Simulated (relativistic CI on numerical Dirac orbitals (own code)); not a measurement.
# One change at a time: Sr XXXVI

Base calculation: Dirac-Coulomb-Breit CI, orbitals from a KLI potential per configuration, QED by a radiative potential, unscaled Slater integrals.

Configurations in the expansion (outside the closed core 1s2): 2s, 2p, 3s, 3p, 3d, 4s, 4p, 4d, 4f, 5s, 5p, 5d, 5f, 5g. Levels of other configurations are missing.

The lowest level and the first level of each name with at least 55 % of one term (blank where a level has no safe partner in the second run):

```csv
Level,Base (eV),Shift (eV)
2s ²S1/2,0.00,0.00
2p ²P°1/2,76.23,+1.92
2p ²P°3/2,158.12,+1.75
3s ²S1/2,2588.20,+1.33
3p ²P°1/2,2609.35,+1.89
3p ²P°3/2,2633.62,+1.84
3d ²D3/2,2641.19,+1.89
3d ²D5/2,2648.80,+1.87
4s ²S1/2,3481.80,+1.65
4p ²P°1/2,3490.50,+1.89
4p ²P°3/2,3500.71,+1.86
4d ²D3/2,3503.86,+1.88
4d ²D5/2,3507.08,+1.87
4f ²F°5/2,3507.25,+1.88
```

At this charge energies of transitions that change n are usually good to better than 1 %, and those within a shell (Δn = 0) to a few per cent.

Q: One thing was changed in a second run, which moved the levels as shown. Which?
A. configuration mixing switched off
B. QED terms removed
C. Breit term removed

A: B. QED terms removed. QED shifts follow the density of s (and p1/2) electrons at the nucleus, so configurations move by their count of such electrons; where none moves, the smaller shifts of p3/2 electrons and of j = l + 1/2 against j = l − 1/2 set the pattern.
